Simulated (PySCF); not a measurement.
PySCF input for BH₆P₃, SMILES PB(P)P, PBE/pcSseg-1. Geometry: PBE-D3(BJ)/def2-SVP. One conformer was computed; it need not be the lowest.

```python
import numpy as np
from pyscf import gto, scf, dft
from pyscf.prop.nmr import rks as nmr

mol = gto.M(
    atom='''
    B     0.04146544   -0.01438688   -0.00000000
    P     0.12550907    1.88552347   -0.00000014
    H    -0.76772046    2.21002643    1.07658816
    H    -0.76772045    2.21002627   -1.07658848
    P    -0.12026535   -0.95080267    1.65012268
    H     0.64395124   -0.08701626    2.50403043
    H     0.88276787   -1.96642673    1.49404531
    P    -0.12026535   -0.95080292   -1.65012254
    H     0.88276787   -1.96642695   -1.49404501
    H     0.64395125   -0.08701663   -2.50403042
    ''',
    basis='pcSseg-1',
    charge=0,
    spin=0,
    max_memory=1600,
    verbose=3,
)
mf = dft.RKS(mol, xc='pbe')
mf.grids.level = 3
mf.conv_tol = 1e-10
mf.max_cycle = 100
mf.kernel()
n = nmr.NMR(mf)
n.verbose = 2
n.max_cycle_cphf = 60
sigma = n.kernel()
print('atom   isotropic/ppm   span/ppm')
for i, s in enumerate(sigma):
    w = np.linalg.eigvalsh((s + s.T) / 2)
    print(f'{mol.atom_symbol(i):2s}{i + 1:3d} {w.mean():14.3f} {w[2] - w[0]:11.3f}')
```

Program output:

```
converged SCF energy = -1051.94262879711
atom   isotropic/ppm   span/ppm
B   1         -0.006     210.345
P   2        463.116     171.463
H   3         27.473      10.515
H   4         27.473      10.515
P   5        459.988     193.329
H   6         27.511       9.711
H   7         27.497      10.883
P   8        459.988     193.329
H   9         27.497      10.883
H  10         27.511       9.711
```

Self-consistency was reached.

Cost: very roughly 19 core-seconds.
